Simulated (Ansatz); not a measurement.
`[OH][Zr]([I])([I])[I]`, charge 0, multiplicity 1.

Question: Give a relaxed structure at PBE0-D4/def2-TZVP (the Gaussian-basis code of Ansatz). (Estimate.)

Answer: Computed: 
Cartesian coordinates in Å:
```
O 1.199 -0.840 0.442
Zr -0.269 0.187 -0.099
I 0.342 1.451 -2.405
I -2.391 -1.439 -0.477
I -0.831 2.000 1.822
H 1.950 -1.360 0.717
```
Point group C3v.
